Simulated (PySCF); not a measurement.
A PySCF script (with the pyscf-properties extension) for the spin–spin couplings of `FC(C#CB(F)F)(F)F`, C3BF5, on a GFN2-xTB geometry:

```python
import basis_set_exchange as bse
import numpy as np
from pyscf import gto, dft
from pyscf.data import nist
from pyscf.prop import ssc

atoms = """
F     2.658935    1.818960   -0.082168
B     2.261336    0.573613   -0.076827
F     3.186930   -0.331429    0.104579
C     0.791890    0.197391   -0.272912
C    -0.365360   -0.096135   -0.427069
C    -1.772565   -0.450203   -0.612946
F    -2.534143    0.019713    0.383135
F    -1.952507   -1.776115   -0.655053
F    -2.260955    0.050199   -1.754789
"""
names = dict.fromkeys(["F", "B", "C"], "pcJ-1")
basis = {el: gto.basis.parse(bse.get_basis(n, elements=[el], fmt="nwchem")) for el, n in names.items()}
mol = gto.M(atom=atoms, basis=basis, charge=0, verbose=0)
mf = dft.RKS(mol, xc="B3LYP")
mf.grids.level = 2
mf.grids.alignment = dft.numint.BLKSIZE   # the property module wants whole blocks of grid points
mf.conv_tol = 1e-9
mf.kernel()

sc = ssc.RKS(mf)
sc.with_fcsd = True   # Fermi contact and spin-dipole together
sc.max_cycle_cphf = 60
g = {"B": 1.7924326, "C": 1.4048236, "F": 5.257736}   # nuclear g factors of 11B, 13C, 19F
sc.nuc_pair = [(i, j) for i in range(mol.natm) for j in range(i + 1, mol.natm)
               if mol.atom_pure_symbol(i) in g and mol.atom_pure_symbol(j) in g]
K = sc.kernel()
unit = nist.HARTREE2J / nist.PLANCK * (0.5 * nist.E_MASS / nist.PROTON_MASS) ** 2
for (i, j), k in zip(sc.nuc_pair, K):
    a, b = mol.atom_pure_symbol(i), mol.atom_pure_symbol(j)
    J = unit * g[a] * g[b] * np.trace(k) / 3
    if abs(J) >= 1:
        print("%s%d %s%d %8.1f Hz" % (a, i, b, j, J))
```

Task: Give the expected output.

Result: 
```
F0 B1    -93.0 Hz
F0 F2   -205.0 Hz
F0 C3     59.6 Hz
F0 C4     14.6 Hz
F0 F7      8.0 Hz
B1 F2    -92.9 Hz
B1 C3    153.5 Hz
B1 C4     28.2 Hz
B1 C5      2.8 Hz
B1 F6     -1.8 Hz
B1 F7     -2.0 Hz
B1 F8     -1.8 Hz
F2 C3     59.6 Hz
F2 C4     14.8 Hz
F2 F7     -2.4 Hz
F2 F8      1.4 Hz
C3 C4    197.2 Hz
C3 C5     20.1 Hz
C3 F6      3.4 Hz
C3 F7      3.6 Hz
C3 F8      3.5 Hz
C4 C5    137.8 Hz
C4 F6     53.6 Hz
C4 F7     54.1 Hz
C4 F8     53.7 Hz
C5 F6   -328.2 Hz
C5 F7   -329.2 Hz
C5 F8   -328.4 Hz
F6 F7     92.2 Hz
F6 F8    104.5 Hz
F7 F8     90.1 Hz
```

These numbers come from an equivalent density-fitted implementation of the same equations, which agrees with the script to about 0.1 Hz, so last digits may differ.

Size and cost of the density-fitted run: 243 basis functions, 2.1 min wall time on 1 thread of an Arm Neoverse N1, shared host; peak memory 0.93 GiB.
